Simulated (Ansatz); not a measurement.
Compare A (`B[N]([GeH3])CF`) with its isomer B (`NB(F)[CH2][GeH3]`).

Gas-phase electronic energies from Ansatz, PBE0-D4/def2-TZVP geometries. CBS: MP2 limit from def2 TZ/QZ plus the TZ coupled-cluster correction, frozen cores. DFT in def2-TZVPP. For Ge outer-core shells are correlated without core-valence functions, which leaves a few kJ/mol of doubt a bond. Scalar relativity is left out up to krypton. Each species was taken in one conformer, which may not be the lowest.

Question: Which is lower in electronic energy at CCSD(T)/CBS, and by how much? (Estimate.)

Answer: Ansatz gave: B, by 267.4 kJ/mol.

Question: Give E(B) − E(A) in kJ/mol with ωB97M-V, CCSD(T)/def2-TZVPP, PBE0-D4, HF/def2-TZVPP, r2SCAN-D4, MP2/def2-TZVPP, CCSD/def2-TZVPP. (Estimate.)

Answer: The calculation gave: ωB97M-V -266.0, CCSD(T)/def2-TZVPP -261.9, PBE0-D4 -268.9, HF/def2-TZVPP -260.3, r2SCAN-D4 -271.8, MP2/def2-TZVPP -269.8, CCSD/def2-TZVPP -264.1. None reverses the order clearly.

Largest T1 diagnostic: 0.013.

From PBE to PBE0 (25 % exact exchange), in def2-TZVPP and without D4, E(B) − E(A) moves by −6.2 kJ/mol.
